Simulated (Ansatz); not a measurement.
**Two structures, one formula**

The two ends of one reaction step of SiNH$_{6}$OF, singlet (PBE0-D4/def2-TZVP).

A:

```tsv
atom	x (Å)	y (Å)	z (Å)
Si1	-0.2560	-0.0607	0.4801
F2	1.2409	-0.3188	-0.0778
H3	-1.1567	-0.7390	-0.4741
H4	-0.4102	1.4031	0.5742
N5	-0.5200	-0.7252	2.0182
H6	1.1916	0.7168	-1.9404
O7	0.5088	1.1629	-2.4508
H8	-0.6754	-1.7094	2.1584
H9	-0.1951	-0.2734	2.8565
H10	0.2718	0.5436	-3.1445
```

B:

| atom | x (Å) | y (Å) | z (Å) |
| --- | --- | --- | --- |
| Si1 | -0.9156 | 0.2970 | -0.0394 |
| F2 | 2.2900 | -0.9894 | -0.5575 |
| H3 | -1.7828 | -0.6758 | -0.7487 |
| H4 | -1.6524 | 1.5392 | 0.2934 |
| N5 | -0.3038 | -0.3546 | 1.3983 |
| H6 | 1.6575 | -0.3278 | -0.7880 |
| O7 | 0.3460 | 0.6616 | -1.0838 |
| H8 | 0.2605 | -1.1904 | 1.3837 |
| H9 | -0.0336 | 0.2538 | 2.1536 |
| H10 | 0.1339 | 0.7863 | -2.0117 |

Computed with Ansatz 0.2.0 (basis: def2-TZVPP); correlated methods freeze the cores. B3LYP uses VWN-RPA correlation.

Task: Which structure is lower at CCSD(T), and by how much? (Judge from chemistry; the value comes from the calculation.)

Result: By the calculation: A, by 25.5 kJ/mol (electronic energy, against the other). By their contacts, A is a complex of SiNH₄F ([NH2][SiH2][F]) + H₂O and B is a complex of SiNH₅O ([NH2][SiH2][OH]) + HF.

All methods give the same order:

```json
{"method": "SPW92", "E(B) − E(A) (kJ/mol)": "9.2"}
{"method": "PBE-D4", "E(B) − E(A) (kJ/mol)": "20.6"}
{"method": "BLYP-D4", "E(B) − E(A) (kJ/mol)": "24.3"}
{"method": "r2SCAN-D4", "E(B) − E(A) (kJ/mol)": "24.6"}
{"method": "B97M-V", "E(B) − E(A) (kJ/mol)": "29.2"}
{"method": "PBE0-D4", "E(B) − E(A) (kJ/mol)": "21.0"}
{"method": "B3LYP-D4", "E(B) − E(A) (kJ/mol)": "24.4"}
{"method": "r2SCAN0-D4", "E(B) − E(A) (kJ/mol)": "23.7"}
{"method": "BHLYP-D4", "E(B) − E(A) (kJ/mol)": "26.2"}
{"method": "CAM-B3LYP-D4", "E(B) − E(A) (kJ/mol)": "24.2"}
{"method": "wB97X-V", "E(B) − E(A) (kJ/mol)": "26.0"}
{"method": "wB97M-V", "E(B) − E(A) (kJ/mol)": "26.2"}
{"method": "B2PLYP", "E(B) − E(A) (kJ/mol)": "26.2"}
{"method": "PBE-QIDH", "E(B) − E(A) (kJ/mol)": "22.4"}
{"method": "RPA on PBE", "E(B) − E(A) (kJ/mol)": "28.4"}
{"method": "HF", "E(B) − E(A) (kJ/mol)": "36.0"}
{"method": "MP2", "E(B) − E(A) (kJ/mol)": "23.5"}
{"method": "CCSD", "E(B) − E(A) (kJ/mol)": "27.3"}
{"method": "CCSD(T)", "E(B) − E(A) (kJ/mol)": "25.5"}
```

T1 diagnostic: at most 0.011.

Labels in which every atom is bracketed show which atoms are joined, not bond orders.

For scale, one of the runs: CCSD(T)/def2-TZVPP, 219 basis functions, launched by `ansatz run in.yaml --threads 4 --pin off --events-out ev --progress --plain --max-ram 9574MiB`. Time: 2.3 min of wall clock on 4 CPU threads of an AMD EPYC; the host was shared. Peak host memory: 3.5 GiB.
